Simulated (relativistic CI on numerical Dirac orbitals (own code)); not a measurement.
Os¹⁹⁺: q coefficients and field-shift factors

Method of calculation: Dirac-Coulomb-Breit CI, KLI orbitals optimised for each configuration, derivatives by finite differences, unscaled Slater integrals, QED left out (own radial code, finite nucleus).

CI space (outside the closed core [Ar] 3d10): 4s2 4p6 4d10 4f11, 4s2 4p6 4d10 4f10 5s, 4s2 4p6 4d10 4f9 5s2, 4s2 4p6 4d9 4f12, 4s2 4p6 4d8 4f13, 4s2 4p5 4d10 4f12, 4s 4p6 4d10 4f12, 4s2 4p4 4d10 4f13. Levels of other configurations are missing.

With x = (α/α₀)² − 1 an excitation energy changes as ω = ω₀ + qx; K = 2q/ω₀ is the relative enhancement. Terms are leading LS components, so labels can repeat. The field-shift factor is F = δν/δ⟨r²⟩ for the transition from the lowest level.

Lowest level 4s2 4p6 4d10 4f11 4I°_15/2.

```tsv
Level	ω₀ (cm⁻¹)	q (cm⁻¹)	K	F (GHz/fm²)
4s2 4p6 4d10 4f11 4I°_13/2	19918.1	19780	1.99	1.11
4s2 4p6 4d10 4f11 2G°_9/2	24530.5	-1097	-0.0894	0.24
4s2 4p6 4d10 4f11 4I°_11/2	24863.3	9802	0.788	0.7
4s2 4p6 4d10 4f11 4S°_3/2	36140.5	229.3	0.0127	0.448
4s2 4p6 4d10 4f11 4I°_9/2	37834.3	22940	1.21	1.47
4s2 4p6 4d10 4f11 4I°_11/2	43955.4	21800	0.992	1.52
4s2 4p6 4d10 4f11 4F°_7/2	47977.5	19070	0.795	1.46
4s2 4p6 4d10 4f11 4F°_5/2	50022.2	13260	0.53	1.19
4s2 4p6 4d10 4f11 4S°_3/2	50987.2	19010	0.746	1.47
4s2 4p6 4d10 4f11 4F°_9/2	57672.0	27710	0.961	1.94
4s2 4p6 4d10 4f11 2K°_15/2	59121.9	15610	0.528	1.44
4s2 4p6 4d10 4f11 4G°_11/2	60977.1	25970	0.852	1.93
4s2 4p6 4d10 4f11 2G°_7/2	60999.7	15830	0.519	1.55
```

At this charge energies of transitions that change n are usually good to better than 1 %, and those within a shell (Δn = 0) to a few per cent. Terms inside the open d or f shell come out 10 to 20 % too wide with unscaled integrals.
